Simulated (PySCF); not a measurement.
## Polarisability and C₆ of Zr²⁺ (zirconium, charge +2)

[Kr] 4d2, high-spin 3F determinant. Calculation: PySCF 2.14, in aug-cc-pwCVDZ-PP with ECP28MDF; scalar relativity through the core potential. Coupled (time-dependent) response in atomic units; α is the mean over directions. A double-zeta set is small for polarisabilities.

```
 method  mean α (bohr³)         α xx, yy, zz  C₆ (like pair)  S(−4)
    UHF           11.22  11.22, 11.22, 11.22           55.13  78.12
    PBE           12.85  12.85, 12.85, 12.85           62.76  124.8
   PBE0           12.15  12.15, 12.15, 12.15           59.52  102.9
r2SCANh           12.32  12.28, 12.28, 12.39           61.65  99.86
  B97-3           11.96  11.96, 11.96, 11.96           58.73  95.38
```

S(−4) is the Cauchy moment in α(ω) = α(0) + S(−4) ω² + …

Spin-orbit coupling is absent.

α(iu) at UHF:

```json
{"u (hartree)": "0", "α(iu) (bohr³)": "11.22"}
{"u (hartree)": "0.0500", "α(iu) (bohr³)": "11.03"}
{"u (hartree)": "0.100", "α(iu) (bohr³)": "10.53"}
{"u (hartree)": "0.200", "α(iu) (bohr³)": "9.151"}
{"u (hartree)": "0.300", "α(iu) (bohr³)": "7.864"}
{"u (hartree)": "0.500", "α(iu) (bohr³)": "6.015"}
{"u (hartree)": "0.750", "α(iu) (bohr³)": "4.549"}
{"u (hartree)": "1.00", "α(iu) (bohr³)": "3.559"}
{"u (hartree)": "1.50", "α(iu) (bohr³)": "2.308"}
{"u (hartree)": "2.00", "α(iu) (bohr³)": "1.583"}
{"u (hartree)": "3.00", "α(iu) (bohr³)": "0.8486"}
{"u (hartree)": "5.00", "α(iu) (bohr³)": "0.3460"}
```

For an ion, C₆ is the dispersion term alone; charge-induced terms of lower order in 1/R come first.

The components differ because the open shell of this determinant is not spherical; for a pure term their mean is the scalar polarisability.

Energies and moments cover only the electrons outside the core potential.
